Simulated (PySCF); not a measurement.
SMILES Cc1ccccc1-c1sccc1C#N, singlet, GFN2-xTB optimised geometry.

```
23

C     -2.30    -0.74     0.02
C     -1.50     0.53     0.00
C     -2.16     1.75     0.00
C     -1.48     2.95     0.00
C     -0.09     2.94     0.00
C      0.59     1.74     0.00
C     -0.10     0.53     0.00
C      0.69    -0.70     0.01
S      0.35    -2.06    -1.01
C      1.74    -2.90    -0.44
C      2.43    -2.19     0.48
C      1.84    -0.92     0.74
C      2.37    -0.03     1.69
N      2.82     0.66     2.48
H     -1.87    -1.47     0.72
H     -2.32    -1.20    -0.97
H     -3.32    -0.54     0.32
H     -3.25     1.75     0.01
H     -2.02     3.88    -0.01
H      0.46     3.87     0.00
H      1.67     1.74    -0.01
H      1.95    -3.88    -0.82
H      3.32    -2.54     0.98
```

Density from B3LYP/def2-SVP run with PySCF at that geometry.

Minimum of the electron density along straight lines between bonded atoms, close to the bond critical point (lines longer than 1.1 times the sum of covalent radii, or with two minima, are not listed):

```tsv
bond	length / Å	ρ at the minimum / e bohr⁻³	∇²ρ there / e bohr⁻⁵	position (fraction from the first atom)
C1–C2	1.498	0.257	(withheld)	0.49
C2–C3	1.388	0.313	-0.80	0.50
C3–C4	1.383	0.315	-0.82	0.50
C4–C5	1.384	0.315	-0.82	0.50
C5–C6	1.380	0.317	-0.83	0.50
C2–C7	1.402	0.304	-0.75	0.50
C6–C7	1.397	0.307	-0.77	0.50
C7–C8	1.457	0.275	-0.67	0.48
C8–S9	1.732	0.212	-0.45	0.47
S9–C10	1.722	0.217	-0.47	0.53
C10–C11	1.353	0.329	-0.85	0.51
C8–C12	1.381	0.312	-0.76	0.51
C11–C12	1.423	0.292	-0.71	0.49
C12–C13	1.405	0.291	-0.77	0.47
C13–N14	1.147	0.476	(withheld)	0.34
C1–H15	1.088	0.278	-1.02	0.63
C1–H16	1.090	0.275	-1.00	0.62
C1–H17	1.087	0.278	-1.03	0.63
C3–H18	1.081	0.284	-1.07	0.63
C4–H19	1.080	0.285	-1.09	0.63
C5–H20	1.079	0.285	-1.09	0.63
C6–H21	1.080	0.287	-1.10	0.63
C10–H22	1.072	0.287	-1.13	0.64
C11–H23	1.075	0.286	-1.12	0.64
```

Problem. Fill in the missing entries.

Solution. 
- C1–C2, ∇²ρ there / e bohr⁻⁵: -0.61
- C13–N14, ∇²ρ there / e bohr⁻⁵: 0.42
